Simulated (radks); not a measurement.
Bi XXXII, configuration [Kr] 4d10 4f6 (the NIST ground configuration). Method: non-relativistic Kohn-Sham, TPSS, spin-polarised, spherical densities, point nucleus; open shells are filled with parallel spins first (spin-orbit coupling, left out, can overturn this in heavy ions); meta-GGA in the generalised Kohn-Sham scheme; relativity is left out, which matters for an element this heavy; computed with a radial shooting solver on a logarithmic mesh with Libxc functionals.

Unscreened Slater integrals over Kohn-Sham orbitals (hartree). They are taken over the spin-up orbitals. Empty in this configuration: 5s.

integral,value
"F0(4f,4f)",2.4433
"F2(4f,4f)",1.2925
"F4(4f,4f)",0.84292
"F6(4f,4f)",0.61654
"F0(4f,4d)",2.3412
"F2(4f,4d)",1.1716
"F4(4f,4d)",0.76132
"G1(4f,4d)",1.2297
"G3(4f,4d)",0.83885
"G5(4f,4d)",0.61348
"F0(4f,4p)",2.3175
"F2(4f,4p)",1.1655
"G2(4f,4p)",0.91891
"G4(4f,4p)",0.67381
"F0(4f,4s)",2.3141
"G3(4f,4s)",0.76600
"F0(4f,5s)",1.4999
"G3(4f,5s)",0.13963
"F0(4d,4d)",2.2861
"F2(4d,4d)",1.1729
"F4(4d,4d)",0.79653
"F0(4d,4p)",2.2636
"F2(4d,4p)",1.1679
"G1(4d,4p)",1.4382
"G3(4d,4p)",0.92386
"F0(4d,4s)",2.2593
"G2(4d,4s)",1.1047
"F0(4d,5s)",1.4846
"G2(4d,5s)",0.15026
"F0(4p,4p)",2.2480
"F2(4p,4p)",1.1813
"F0(4p,4s)",2.2439
"G1(4p,4s)",1.5221
"F0(4p,5s)",1.4798
"G1(4p,5s)",0.14387
"F0(4s,4s)",2.2409
"F0(4s,5s)",1.4786
"G0(4s,5s)",0.10526
"F0(5s,5s)",1.2310

Derived for the open shells (J is the average intra-shell exchange parameter used in DFT+U). 4f: F4/F2 = 0.652, F6/F2 = 0.477, J = (286 F2 + 195 F4 + 250 F6)/6435 = 0.1069 hartree.
